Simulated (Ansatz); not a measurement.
A structure relaxed at PBE-D4/def2-SVPD in Ansatz, charge -1, singlet:

```xyz
11

Bi    3.317   -1.635    1.172
B     0.374   -0.377   -0.290
B    -2.396    0.473   -0.726
B     1.182   -1.738    0.311
B    -0.866    0.704   -0.100
B     1.777   -0.083    0.636
B     0.755    1.193    0.205
B    -1.479   -0.873   -0.576
B    -0.393    2.306   -0.041
B    -1.934    1.948   -0.390
B    -0.337   -1.917   -0.202
```

Problem. Give its formula.

Solution. BiB₁₀⁻ (the lowest singlet isomer of a short search).

Problem. Summarise the bond lengths by kind (pairs closer than 1.2 times the sum of covalent radii, bridged metal pairs left out).

Solution. 19 × B–B 1.58 to 1.94 Å; 2 × B–Bi 2.25 to 2.30 Å.

In the def2 sets Bi takes a core potential; there is no spin–orbit coupling. The structure comes from a short search, and lower isomers may exist.
